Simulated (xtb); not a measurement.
xtb input:

```bash
xtb mol.xyz --gfn 1 --sp --chrg 0 --uhf 0
```
mol.xyz:
```
14

C     -3.17117838    -0.89947288     0.73249435
C     -2.34127852    -0.37361522    -0.16080218
C     -1.22137835     0.54242604     0.17791778
Se     0.51151061    -0.39870466    -0.09702058
C      1.60360822     1.14547987    -0.34496987
C      2.89298338     1.20188952    -0.03677966
H     -3.08065457    -0.67580917     1.78934274
H     -3.96902766    -1.56872824     0.43891876
H     -2.44718493    -0.62815570    -1.21082661
H     -1.26793147     0.87972314     1.21070868
H     -1.19154002     1.40517254    -0.48758708
H      1.10114812     1.97958641    -0.82258515
H      3.40855784     0.38270519     0.44865183
H      3.47873368     2.08122027    -0.27508632
```

Q: Predict the final energy.

A: -18.15664 Eh (GFN1-xTB).
